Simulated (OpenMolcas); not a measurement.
# OpenMolcas run: Cl6+

Input:

```
&GATEWAY
Coord
1

Cl 0.0 0.0 0.0
Basis=ANO-RCC-VTZP
Group=XYZ
NoMove
AngMom=0.0 0.0 0.0
AMFI
&SEWARD
Relativistic=R03O02
&RASSCF
FileOrb=start.orb
Symmetry=1
Spin=2
nActEl=1 0 0
Inactive=2 3
Ras2=1 3
CIRoot=1 1 1
SDav=1
CIMx=300
Iter=120 100
PrWF=0.3
OrbListing=Nothing
MaxOrb=0
Atom
>>> COPY $Project.JobIph JOBPRE
&RASSCF
FileOrb=start.orb
Symmetry=1
Spin=2
nActEl=1 0 1
Inactive=2 3
Ras2=1 3
Ras3=5 0
CIRoot=1 1 1
SDav=6
CIMx=300
Iter=120 100
PrWF=0.3
OrbListing=Nothing
MaxOrb=0
Thrs=2.0e-7 1.0e-1 5.0e-4
Atom
>>> COPY $Project.JobIph JOB001
&RASSCF
FileOrb=start.orb
Symmetry=2
Spin=2
nActEl=1 0 1
Inactive=2 3
Ras2=1 3
Ras3=5 0
CIRoot=3 3 1
SDav=3
CIMx=300
Iter=120 100
PrWF=0.3
OrbListing=Nothing
MaxOrb=0
Thrs=2.0e-7 1.0e-1 5.0e-4
Atom
>>> COPY $Project.JobIph JOB002
&RASSI
NrOfJobIphs=2 1 3
1
1 2 3
IphNames
JOB001
JOB002
EJob
SpinOrbit
DIPRint=1.0
SOCoupling=1000.0
Subsets=2
MEES
Property=10
'ANGMOM' 1 'ANGMOM' 2 'ANGMOM' 3 'MLTPL  1' 1 'MLTPL  1' 2 'MLTPL  1' 3
'AMFI' 1 'AMFI' 2 'AMFI' 3 'MLTPL  2' 6
SOProperty=3
'ANGMOM' 1 'ANGMOM' 2 'ANGMOM' 3
```

Launched by
```bash
OMP_NUM_THREADS=1 MOLCAS_MEM=2252 MOLCAS_PROJECT=a pymolcas a.inp > a.log  # once for each step of the input, in one work folder
```

A driver script runs the steps one by one and writes start.orb anew before each from the orbitals found so far.

Output, cut to the results:

```
--- SEWARD ---
Basis set label: CL.ANO-RCC...5S4P2D1F.

      Electronic valence basis set:
      ------------------
      Associated Effective Charge  17.000000 au
      Associated Actual Charge     17.000000 au
      Nuclear Model: Point charge

      Shell  nPrim  nBasis  Cartesian Spherical Contaminant
         s      17       5        X
         p      12       4        X
         d       5       2                 X
         f       4       1                 X
Relativistic=R03O02
                  Relativistic Douglas-Kroll-Hess integrals:
                    - DKH order of Hamiltonian: 3
                    - DKH order of Properties : 2
--- RASSCF ---
Wave function specifications:
      -----------------------------

      Number of closed shell electrons          10
      Number of electrons in active shells       1
      Max number of holes in RAS1 space          0
      Max nr of electrons in RAS3 space          1
      Number of inactive orbitals                5
      Number of active orbitals                  9
      Number of secondary orbitals              20
      Spin quantum number                      0.5
      State symmetry                             1
Orbital specifications:
      -----------------------

      Symmetry species                           1   2
                                                ag  au
      Frozen orbitals                            0   0
      Inactive orbitals                          2   3
      Active orbitals                            6   3
      RAS1 orbitals                              0   0
      RAS2 orbitals                              1   3
      RAS3 orbitals                              5   0
      Secondary orbitals                         7  13
      Deleted orbitals                           0   0
      Number of basis functions                 15  19
      Number of CSFs                             6
      Number of root(s) required                 1
      Iter CI   SX   CI       RASSCF       Energy    max ROT     max BLB   max BLB  Level Ln srch  Step   QN
          iter iter root      energy       change     param      element    value   shift minimum  type update
 Nr of preliminary CI iterations:   1
 ###############################################################################
 ###############################################################################
 ###                                                                         ###
 ###                                                                         ###
 ###    WARNING: Problems in orbital optimization.                           ###
 ###                                                                         ###
 ###                                                                         ###
 ###############################################################################
 ###############################################################################
  Warning: In symmetry  1, orbital p=   4 has diagonal density matrix element D(p,p) close to zero. D(p,p)=  2.065680E-31
  Warning: In symmetry  1, orbital p=   5 has diagonal density matrix element D(p,p) close to zero. D(p,p)=  2.103164E-30
        ...
  Warning: In symmetry  2, orbital p=   4 has diagonal density matrix element D(p,p) close to zero. D(p,p)=  0.000000E+00
  Warning: In symmetry  2, orbital p=   5 has diagonal density matrix element D(p,p) close to zero. D(p,p)=  0.000000E+00
  Warning: In symmetry  2, orbital p=   6 has diagonal density matrix element D(p,p) close to zero. D(p,p)=  0.000000E+00
        4   1    1    1  -450.33073563   -1.14E-13   0.00E+00    3   7 2  2.29E-08   0.50   0.00    SX    NO
      Convergence after  4 iterations
        5   1    1    1  -450.33073563    2.27E-13   0.00E+00    3   7 2  2.29E-08   0.50   0.00    SX    NO
      Natural orbitals and occupation numbers for root  1
      sym 1:   1.000000   0.000000   0.000000   0.000000   0.000000   0.000000
      sym 2:   0.000000   0.000000   0.000000
::    RASSCF root number  1 Total energy:   -450.33073563
--- RASSCF ---
Wave function specifications:
      -----------------------------

      Number of closed shell electrons          10
      Number of electrons in active shells       1
      Max number of holes in RAS1 space          0
      Max nr of electrons in RAS3 space          1
      Number of inactive orbitals                5
      Number of active orbitals                  9
      Number of secondary orbitals              20
...
--- RASSI ---
SPIN-FREE ENERGIES:
  (Shifted by EMIN (a.u.) =       -450.3307356298)

 SF State       Relative EMIN(au)   Rel lowest level(eV)    D:o, cm**(-1)      L_eff

     1             0.0000000000        0.0000000000              0.0000         0.0
     2             0.5654007287       15.3853376120         124091.1165         1.0
     3             0.5654007287       15.3853376120         124091.1165         1.0
     4             0.5654007287       15.3853376120         124091.1165         1.0
     Dipole printing threshold changed to   1.00000000E+00

++ Dipole transition strengths (spin-free states):
   -----------------------------------------------
     for osc. strength at least  1.00000000E+00

  ( Max oscillator strength is only   0.21369937503197026      )
--
Eigenvalues of complex Hamiltonian:
   -----------------------------------
  (Shifted by EMIN (a.u.) =       -450.3307356298)

 SO State       Relative EMIN(au)   Rel lowest level(eV)    D:o, cm**(-1)     J-value

     1             0.0000000000        0.0000000000              0.0000         0.4
     2             0.0000000000        0.0000000000              0.0000         0.4
     3             0.5603512496       15.2479342873         122982.8839         0.4
     4             0.5603512496       15.2479342873         122982.8839         0.4
     5             0.5679254682       15.4540392744         124645.2328         1.0
     6             0.5679254682       15.4540392744         124645.2328         1.0
     7             0.5679254682       15.4540392744         124645.2328         1.3
     8             0.5679254682       15.4540392744         124645.2328         1.3
Weights of the five most important spin-orbit-free states for each spin-orbit state.

 SO State  Total energy (au)           Spin-free states, spin, and weights
 -------------------------------------------------------------------------------------------------------
...
```

The J values that RASSI prints are effective ones from its own formula and need not be integers or half-integers; the table below assigns J from the states.

Levels above the lowest, from the spin-orbit matrix, grouped by J:

| Configuration | Term | J | E (eV) | Measured (eV) | g | Term weight % |
| --- | --- | --- | --- | --- | --- | --- |
| 3s | ²S | 1/2 | 0.0000 | 0.0000 | 2.002 | 100 |
| 3p | ²P° | 1/2 | 15.2479 | 15.2502 | 0.666 | 100 |
| 3p | ²P° | 3/2 | 15.4540 | 15.4845 | 1.334 | 100 |

Against the 2 measured excited levels shown (Moore, Atomic Energy Levels, vol. I, NSRDS-NBS 35 (1971 reprint of NBS Circular 467, 1949)) the mean absolute deviation is 130 cm-1; the largest miss in energy is 3p ²P°_3/2: computed 15.4540, measured 15.4845 eV (-0.2 %).

With one active electron outside closed inactive shells, the extra shells (3d) add no correlation to the reference. With one active electron the reference holds no correlation, so core polarisation is missing. Measured partners are found by configuration, term and J. A level has none where our copy of the source lacks it or the pairing is in doubt (some pairs that miss far off the trend of their configuration count as doubtful), and it then counts in no deviation. Levels of configurations outside the active space are missing. The first state left out of the spin-orbit step lies near 330000 cm-1 above the lowest spin-free state of the reference (among the parities and spins computed), and the list stops at four fifths of that energy or lower.

The RASSCF and RASSI steps took 4.5 s on 1 thread of Intel(R) Xeon(R) 6975P-C (Granite Rapids), on a shared host; the integral step is not counted.

The term weight is that of the spin-free term in the level, not the purity of its configuration. ° marks odd parity.
